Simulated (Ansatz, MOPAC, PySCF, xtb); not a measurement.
Pair of molecules: SiH4 (SMILES [SiH4]) (first 5 atoms) with CH3F (SMILES CF); geometry from B3LYP-D3(BJ)/def2-TZVP, rigid monomers moved along the line of their centres of mass till Si1···F7 is 4.40 Å.
(charge 0, multiplicity 1):
```
atom    x (Å)    y (Å)    z (Å)
----  -------  -------  -------
Si     0.1286  -0.1152   0.1965
H      0.4718  -1.5235   0.4820
H     -1.2448   0.1836   0.6598
H      0.1971   0.1172  -1.2664
H      1.0866   0.7931   0.8654
C     -0.5563   0.8138   5.1068
F     -0.1798  -0.4149   4.5714
H     -1.5275   1.0903   4.6959
H     -0.6171   0.7154   6.1909
H      0.1932   1.5572   4.8348
```

Monomers are frozen at their geometry in the pair; levels with a basis set take the counterpoise correction. Rows marked so take none.

Rows in 6-311+G**, 6-31G* carry no dispersion term and start afresh at each structure (6-31G* with six Cartesian d functions). MP2/6-31G* freezes PySCF's default core. The state reached by PM6 isn't checked.

Codes used: Ansatz (Gaussian basis) for Hartree–Fock, density functionals and correlated methods; MOPAC for PM6 (differences of heats of formation); PySCF for 6-311+G** rows, 6-31G* rows, the dispersion terms; xtb for the GFN methods. Values without a source in brackets are computed.

```json
[
 {"level": "GFN-FF", "interaction energy (kcal/mol)": "-0.31"},
 {"level": "PM6", "interaction energy (kcal/mol)": "-0.01"},
 {"level": "r2SCAN-D4/def2-TZVPPD", "interaction energy (kcal/mol)": "-0.45"},
 {"level": "B3LYP/6-311+G** (no counterpoise)", "interaction energy (kcal/mol)": "-0.13"},
 {"level": "PBE0/def2-TZVPPD", "interaction energy (kcal/mol)": "-0.25"},
 {"level": "PBE0-D4/def2-TZVPPD", "interaction energy (kcal/mol)": "-0.51"},
 {"level": "wB97M-V/def2-TZVPPD", "interaction energy (kcal/mol)": "-0.48"},
 {"level": "MP2/6-31G*", "interaction energy (kcal/mol)": "-0.30"},
 {"level": "MP2/6-31G* (no counterpoise)", "interaction energy (kcal/mol)": "?"}
]
```

Question: What belongs in the gaps?

Answer: 
- MP2/6-31G* (no counterpoise), interaction energy (kcal/mol): -0.84

Ansatz is an electronic-structure program.
